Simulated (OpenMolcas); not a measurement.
**Ions of charge +2 along the 3d row on the Li site of LiF**

```
Program             : OpenMolcas
Method              : CASSCF
Spin-orbit coupling : state interaction with AMFI integrals over the reference wave functions
```

The d shell is active. Each dopant is a cluster with its nearest anions in model potentials and point charges, with no relaxation and no local charge compensation. Distances were set from a Shannon-type radius of the metal (high-spin where two are listed) plus a fixed donor radius (F 1.31 Å), in hosts weighted 0.65 to 0.35 with the host's distance in the model lattice. Ligand basis ANO-RCC-VDZP, DKH2 Hamiltonian. States (labels of O, the rotations of Oh). Energies in cm-1 above the lowest state or level, χT in cm3 K/mol; under a threefold ground state the first gap can be a small split of the lowest multiplet, not the spin-orbit step; 10Dq and B are least-squares fits to the states below 45000 cm-1, weighted by degeneracy, with a free offset, and given where the rms deviation is under 5 % of |10Dq| (or 100 cm-1) and under 700 cm-1. Spin-only χT is S(S+1) / 2 for the spin of the ground state.

| Ion | Shell | R (Å) | Metal basis | Ground state | First state of that spin | 10Dq | B (rms of fit) | First gap with spin-orbit (degeneracies) | χT at 300 K | First state of another spin | Spin-only χT |
| --- | --- | --- | --- | --- | --- | --- | --- | --- | --- | --- | --- |
| Ti2+ | 3d2 | 2.115 | ANO-RCC-VTZP | 3T1 | 3T2 13149 | 15153 | 851 (251) | 2.0 (2, 3) | 1.088 | 1T2 11794 | 1.000 |
| V2+ | 3d3 | 2.07 | ANO-RCC-VTZP | 4A2 | 4T2 12867 | 13267 | 948 (192) | 12799 (4, 2) | 1.859 | 2E 16603 | 1.875 |
| Cr2+ | 3d4 | 2.076 | ANO-RCC-VTZP | 5E | 5T2 10615 |  |  | 5.0 (1, 3) | 2.968 | 3T1 11309 | 3.000 |
| Mn2+ | 3d5 | 2.096 | ANO-RCC-VTZP | 6A1 |  | 9129 | 1082 (151) | 24809 (6, 2) | 4.386 | 4T1 24864 | 4.375 |
| Fe2+ | 3d6 | 2.063 | ANO-RCC-VTZP | 5T2 | 5E 9233 |  |  | 190.9 (3, 2) | 4.066 | 3T1 16042 | 3.000 |
| Co2+ | 3d7 | 2.041 | ANO-RCC-VTZP | 4T1 | 4T2 6692 | 7592 | 1208 (106) | 358.3 (2, 4) | 3.554 | 2E 14440 | 1.875 |
| Ni2+ | 3d8 | 2.005 | ANO-RCC-VTZP | 3A2 | 3T2 7747 | 7545 | 1279 (93) | 7484 (3, 2) | 1.387 | 1E 18894 | 1.000 |
| Cu2+ | 3d9 | 2.031 | ANO-RCC-VTZP | 2E | 2T2 6290 | 6290 |  | 5629 (4, 2) | 0.601 |  | 0.375 |

Among the 6 ions with a close fit, |10Dq| is smallest for Cu2+ (6290 cm-1) and largest for Ti2+ (15153 cm-1). The error differs from ion to ion, so this order need not be the real one.

B goes from 851 cm-1 (Ti2+) to 1279 cm-1 (Ni2+).

Every ion keeps the highest spin of its shell. χT departs most from the spin-only value for Co2+, by +1.679 cm3 K/mol.

Ligand-to-metal charge-transfer states are missing. With metal d orbitals alone and no dynamic correlation 10Dq can be off by a tenth to a fifth, either way, in oxide and fluoride hosts. An orbital triplet at a regular site is open to Jahn-Teller coupling, which can distort the site and quench the lowest spin-orbit gaps and is left out (holds for Ti2+; Fe2+; Co2+). Without dynamic correlation the repulsion within the d shell is too large (B by tens of per cent), so at a given field states of lower spin stand too high (holds for Ti2+; V2+; Cr2+; Mn2+; Fe2+; Co2+; Ni2+). With no ligand orbital active B as a rule stays too high, so bands that hang on it stand too high and its fall with covalency is understated (holds for Ti2+; V2+; Cr2+; Mn2+; Fe2+; Co2+; Ni2+). An orbital doublet at a regular site is open to a Jahn-Teller distortion, which this geometry leaves out (holds for Cr2+; Cu2+). No measured value stands beside these numbers; the geometry was set by hand and not optimised.
